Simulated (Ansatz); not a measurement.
Two members of one family (Series SnX2), computed with Ansatz in the gas phase; def2 core potentials for Sn, no spin–orbit coupling. The two geometries come from different levels. Binding counts from free atoms in the multiplicity of their measured ground term, without zero-point energy. A dash marks a value that wasn't run or was left out as unsound. The structures are stationary points that may keep the symmetry of their start.

First: SnF2 (singlet, charge 0, PBE0-D4/def2-TZVP geometry).

```xyz
3

Sn   -0.182   -0.184   -0.824
F    -1.305    0.043    0.732
F     1.488    0.141    0.091
```

```tsv
level	HOMO (eV)	LUMO (eV)	gap (eV)	vertical IE (eV)	vertical triplet (eV)	binding per atom (eV)
PBE-D4/def2-SVP	-7.16	-3.23	3.92	–	–	3.54
PBE-D4/def2-TZVP	-7.46	-3.44	4.02	10.97	3.60	3.64
PBE0-D4/def2-SVP	-8.48	-2.61	5.88	–	–	3.27
PBE0-D4/def2-TZVP	-8.72	-2.77	5.95	11.17	3.54	3.40
r2SCAN0-D4/def2-TZVP	-8.97	-2.74	6.23	–	–	3.28
```

Second: SnH2 (singlet, charge 0, r2SCAN-D4/def2-TZVP geometry).

| atom | x (Å) | y (Å) | z (Å) |
| --- | --- | --- | --- |
| Sn1 | 0.101 | -0.794 | -0.240 |
| H2 | 1.166 | 0.615 | -0.093 |
| H3 | -1.266 | 0.178 | 0.333 |

What does the change do? Estimate second minus first.


```
               level  Δ HOMO (eV)  Δ LUMO (eV)  Δ gap (eV)  Δ vertical IE (eV)  Δ vertical triplet (eV)  Δ binding per atom (eV)
     PBE-D4/def2-SVP         1.55        -0.50       -2.05                   –                        –                    -1.74
    PBE-D4/def2-TZVP         1.77        -0.33       -2.10               -2.04                    -2.06                    -1.82
    PBE0-D4/def2-SVP         1.92        -0.34       -2.25                   –                        –                    -1.49
   PBE0-D4/def2-TZVP         2.08        -0.20       -2.29               -2.23                    -2.06                    -1.60
r2SCAN0-D4/def2-TZVP         2.17        -0.15       -2.32                   –                        –                    -1.48
```
